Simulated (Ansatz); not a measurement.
```xyz
13

N    -1.560   -2.119    0.170
Ge   -0.205   -1.098    0.920
Si    0.597    0.628   -0.521
N     1.281    1.907    0.382
O    -0.769    0.990   -1.388
H    -2.170   -1.559   -0.412
H    -1.193   -2.863   -0.409
H     0.908   -2.084    1.324
H    -0.771   -0.459    2.208
H     1.685    0.224   -1.457
H     0.844    2.306    1.195
H     2.054    2.457    0.049
H    -0.701    1.670   -2.062
```

The species carries charge 0 and has multiplicity 1.

Question: List the B3LYP/def2-TZVPP orbital energies in eV (Ansatz). (Estimate.)

Answer: The calculation gave: Occupied: -10849.79, -1799.37, -1354.17, -1205.07, -1205.06, -1205.06, -520.46, -389.12, -388.70, -168.72, -143.77, -118.98, -118.96, -118.94, -99.11, -99.10, -99.09, -32.58, -32.54, -32.49, -32.47, -32.46, -27.32, -23.25, -22.52, -15.64, -14.27, -13.75, -13.17, -12.67, -10.84, -10.29, -9.78, -9.01, -8.85, -8.21, -7.59, -6.39. Lowest empty: -0.04, -0.01, 0.94, 1.26, 1.46, 2.04, 2.15, 2.29.

B3LYP here is the variant with VWN-RPA as its local correlation; programs differ in this.
